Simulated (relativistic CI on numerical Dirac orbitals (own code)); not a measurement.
Charge states of selenium

Method of calculation: Dirac-Coulomb-Breit CI, orbitals from a KLI potential per configuration, a model potential for QED, valence Slater integrals scaled by 0.9 (own radial code, finite nucleus).

Each species is treated in one configuration, given outside its closed core. Radial values are for the open shell of highest l, unscaled and averaged over j; ζ includes the Breit term. Labels give the leading LS character, summed over repeated terms.

```
  Ion  Configuration  Its lowest level  LS weight (%)  ζ (cm⁻¹)  F² (cm⁻¹)  F⁴ (cm⁻¹)  Next level  E (cm⁻¹)
   Se     3d¹⁰4s²4p⁴               ³P2             98      1862      43950                    ³P1    1982.3
  Se⁺     3d¹⁰4s²4p³            ⁴S°3/2             99      2191      48290                 ²D°3/2     15279
 Se²⁺     3d¹⁰4s²4p²               ³P0             99      2538      51960                    ³P1      1679
 Se³⁺      3d¹⁰4s²4p            ²P°1/2            100      2901                            ²P°3/2    4360.9
 Se⁴⁺        3d¹⁰4s²               ¹S0            100                                                      
 Se⁵⁺         3d¹⁰4s             ²S1/2            100                                                      
 Se⁶⁺           3d¹⁰               ¹S0            100                                                      
 Se⁷⁺            3d⁹             ²D5/2            100      2784                             ²D3/2    6970.2
 Se⁸⁺            3d⁸               ³F4            100      2959     170800     108100         ³F3      6196
 Se⁹⁺            3d⁷             ⁴F9/2             98      3142     177100     112400       ⁴F7/2    5374.5
Se¹⁰⁺            3d⁶               ⁵D4             98      3332     183200     116600         ⁵D3    3886.3
Se¹¹⁺            3d⁵             ⁶S5/2             99      3531     189300     120700       ⁴G5/2     64561
Se¹²⁺            3d⁴               ⁵D0             96      3739     195200     124700         ⁵D1    1443.8
Se¹³⁺            3d³             ⁴F3/2             98      3955     201000     128600       ⁴F5/2    3913.8
Se¹⁴⁺            3d²               ³F2             97      4181     206700     132500         ³F3    7331.5
Se¹⁵⁺             3d             ²D3/2            100      4416                             ²D5/2     11077
Se¹⁶⁺         3s²3p⁶               ¹S0            100                                                      
Se¹⁷⁺         3s²3p⁵            ²P°3/2            100     44020                            ²P°1/2     66153
Se¹⁸⁺         3s²3p⁴               ³P2             86     45410     203100                    ³P0     41464
Se¹⁹⁺         3s²3p³            ⁴S°3/2             78     46830     205600                 ²D°3/2     65095
Se²⁰⁺         3s²3p²               ³P0             88     48260     208100                    ³P1     49292
Se²¹⁺          3s²3p                 ?              ?         ?          ?          ?           ?         ?
Se²²⁺            3s²               ¹S0            100                                                      
Se²³⁺             3s             ²S1/2            100
```

Problem. Fill in the row of Se²¹⁺.

Solution. Its lowest level ²P°1/2; LS weight (%) 100; ζ (cm⁻¹) 49720; Next level ²P°3/2; E (cm⁻¹) 74750.

With one configuration, terms of near-neutral atoms and ions can be 10 to 25 % off, and close levels can change places.

At low charge ζ of a weakly bound d or f electron comes out too small.
